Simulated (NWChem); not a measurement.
System: C₂H₅FOSi; SMILES CC(=O)[SiH2]F

Parts of the log:

```
             Northwest Computational Chemistry Package (NWChem) 7.3.0
             --------------------------------------------------------

                             Geometry "geometry" -> ""
                             -------------------------

 Output coordinates in angstroms (scale by  1.889725989 to convert to a.u.)

  No.       Tag          Charge          X              Y              Z
 ---- ---------------- ---------- -------------- -------------- --------------
    1 C                    6.0000    -1.47931300     1.18666300     0.00000000
    2 C                    6.0000    -0.01167900     0.87826200     0.00000000
    3 O                    8.0000     0.84985400     1.73171600     0.00000000
    4 Si                  14.0000     0.67716100    -0.91790000     0.00000000
    5 F                    9.0000    -0.53701500    -2.00614900     0.00000000
    6 H                    1.0000    -1.95806300     0.72936500    -0.88177200
    7 H                    1.0000    -1.64152800     2.27377000     0.00000000
    8 H                    1.0000    -1.95806300     0.72936500     0.88177200
    9 H                    1.0000     1.49138600    -1.11123700    -1.22953500
   10 H                    1.0000     1.49138600    -1.11123700     1.22953500

 Effective nuclear repulsion energy (a.u.)     223.3335976427

                                 NWChem DFT Module
                                 -----------------

 Summary of "ao basis" -> "ao basis" (spherical)
 ------------------------------------------------------------------------------
       Tag                 Description            Shells   Functions and Types
 ---------------- ------------------------------  ------  ---------------------
 C                          def2-svp                 6       14   3s2p1d
 O                          def2-svp                 6       14   3s2p1d
 Si                         def2-svp                 8       18   4s3p1d
 F                          def2-svp                 6       14   3s2p1d
 H                          def2-svp                 3        5   2s1p

 in cosmo_initialize ...
 calling solv_data for solv:propnol2

 solvent parameters
 solvname_short: propnol2
 solvname_long:  2-propanol
 dielec:       19.2640
 dielecinf:     1.8978
 nonaqueous SMD model solvent descriptors
 dielec:       19.2640
 sola:          0.3300
 solb:          0.5600
 solc:          0.0000
 solg:         30.1300
 solh:          0.0000
 soln:          1.3776

[...]

                                COSMO-SMD solvation results
                                ---------------------------

             internal energy in gas <Psi(g)|H|Psi(g)> =      -543.485110815587
         internal energy in solvent <Psi(s)|H|Psi(s)> =      -543.483687918693
                               delta internal energy  =         0.001422896894 (    0.89 kcal/mol)
   total free energy in solvent <Psi(s)|H+V/2|Psi(s)> =      -543.494253067798
 polarization energy contribution <Psi(s)|V/2|Psi(s)> =        -0.010565149104 (   -6.63 kcal/mol)
    total free energy in solvent including G(SMD-CDS) =      -543.492640438663
                       G(SMD-CDS) energy contribution =         0.001612629134 (    1.01 kcal/mol)
     1 M fixed-concentration free energy of solvation =        -0.007529623076 (   -4.72 kcal/mol)

                       DFT Final Molecular Orbital Analysis
                       ------------------------------------

 Vector   22  Occ=2.000000D+00  E=-4.443560D-01
              MO Center= -3.8D-01,  8.7D-01,  1.9D-08, r^2= 4.0D+00
   Bfn.  Coefficient  Atom+Function         Bfn.  Coefficient  Atom+Function
  ----- ------------  ---------------      ----- ------------  ---------------
    32      0.303791   3 O  px                5      0.299792   1 C  py
    80      0.258538   7 H  s                19     -0.218148   2 C  py
    35      0.190398   3 O  px               75     -0.144002   6 H  s
    85     -0.144002   8 H  s                 8      0.142350   1 C  py
    90     -0.122822   9 H  s                95     -0.122822  10 H  s

 Vector   23  Occ=2.000000D+00  E=-4.061476D-01
              MO Center=  1.1D+00, -8.6D-01, -1.9D-08, r^2= 2.9D+00
   Bfn.  Coefficient  Atom+Function         Bfn.  Coefficient  Atom+Function
  ----- ------------  ---------------      ----- ------------  ---------------
    90      0.306731   9 H  s                95     -0.306731  10 H  s
    52     -0.278015   4 Si pz               66     -0.210473   5 F  pz
    91      0.196243   9 H  s                96     -0.196243  10 H  s
    34      0.186637   3 O  pz               69      0.161470   5 F  pz
    49      0.148494   4 Si pz               37      0.136728   3 O  pz

 Vector   24  Occ=2.000000D+00  E=-3.148257D-01
              MO Center=  3.3D-01,  9.5D-01,  1.1D-09, r^2= 2.5D+00
   Bfn.  Coefficient  Atom+Function         Bfn.  Coefficient  Atom+Function
  ----- ------------  ---------------      ----- ------------  ---------------
    33      0.363633   3 O  py               32     -0.308680   3 O  px
    36      0.293891   3 O  py               17      0.281456   2 C  s
     3     -0.249084   1 C  s                35     -0.248243   3 O  px
     4     -0.242929   1 C  px               19     -0.222042   2 C  py
    45      0.197946   4 Si s                51      0.197600   4 Si py

 Vector   25  Occ=0.000000D+00  E=-5.840687D-04
              MO Center=  2.2D-01,  7.8D-01,  2.6D-09, r^2= 2.5D+00
   Bfn.  Coefficient  Atom+Function         Bfn.  Coefficient  Atom+Function
  ----- ------------  ---------------      ----- ------------  ---------------
    23      0.510420   2 C  pz               20      0.449974   2 C  pz
    37     -0.427847   3 O  pz               34     -0.378099   3 O  pz
    55      0.360962   4 Si pz               91      0.320012   9 H  s
    96     -0.320012  10 H  s                75      0.120976   6 H  s
    85     -0.120976   8 H  s                76      0.119835   6 H  s

[...]
```

Level: M05-2X/def2-SVP, SMD on the gas-phase geometry. Coordinates come from a PBE0/def2-SVP optimisation. Solvent: 2-propanol.

Question: Write an input that gives this output.

Answer: This is not unique; one that fits is the input that was run:
```
start job
memory heap 200 mb stack 900 mb global 1100 mb
geometry units angstroms noautosym nocenter noautoz
  C     -1.479313     1.186663     0.000000
  C     -0.011679     0.878262     0.000000
  O      0.849854     1.731716     0.000000
  Si     0.677161    -0.917900     0.000000
  F     -0.537015    -2.006149     0.000000
  H     -1.958063     0.729365    -0.881772
  H     -1.641528     2.273770     0.000000
  H     -1.958063     0.729365     0.881772
  H      1.491386    -1.111237    -1.229535
  H      1.491386    -1.111237     1.229535
end
basis spherical
  * library def2-svp
end
dft
  xc m05-2x
  iterations 150
end
cosmo
  do_cosmo_smd true
  solvent propnol2
end
task dft energy
```
